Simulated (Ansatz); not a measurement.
One change: `O[SiH](F)S[SiH2]Cl` becomes `O[SiH](F)[S][GeH3]`.

Ansatz, PBE0-D4/def2-TZVP geometries, multiplicity 1. Each molecule was computed in one conformer, which needn't be the lowest.

Scalar relativity is left out up to krypton.

```json
{"property": "HOMO–LUMO gap (ωB97M-V/def2-TZVPP) / eV", "`O[SiH](F)S[SiH2]Cl`": "11.85"}
{"property": "LUMO energy (ωB97M-V/def2-TZVPP) / eV", "`O[SiH](F)S[SiH2]Cl`": "1.56"}
{"property": "LUMO energy (B3LYP/def2-TZVPP) / eV", "`O[SiH](F)S[SiH2]Cl`": "-0.45"}
{"property": "HOMO energy (PBE0/def2-TZVPP) / eV", "`O[SiH](F)S[SiH2]Cl`": "-8.13"}
{"property": "size of the dipole moment (PBE/def2-TZVPP) / D", "`O[SiH](F)S[SiH2]Cl`": "1.72"}
{"property": "HOMO energy (ωB97M-V/def2-TZVPP) / eV", "`O[SiH](F)S[SiH2]Cl`": "-10.29"}
```

Task: Give the same properties after the change, and the shifts. (An estimate is asked.)

Result: Computed: 
```tsv
property	`O[SiH](F)[S][GeH3]`	shift
HOMO–LUMO gap (ωB97M-V/def2-TZVPP) / eV	11.33	-0.52
LUMO energy (ωB97M-V/def2-TZVPP) / eV	1.50	-0.06
LUMO energy (B3LYP/def2-TZVPP) / eV	-0.59	-0.14
HOMO energy (PBE0/def2-TZVPP) / eV	-7.67	0.46
size of the dipole moment (PBE/def2-TZVPP) / D	1.76	0.04
HOMO energy (ωB97M-V/def2-TZVPP) / eV	-9.83	0.46
```

With PBE0 the HOMO rises by 0.46 eV and the LUMO falls by 0.08 eV, so the gap narrows by about 0.54 eV. PBE moves the HOMO by 0.43 eV and ωB97M-V by 0.46 eV. Dipoles are sizes alone; their direction can turn.

B3LYP here is the variant with VWN-RPA as its local correlation; programs differ in this.
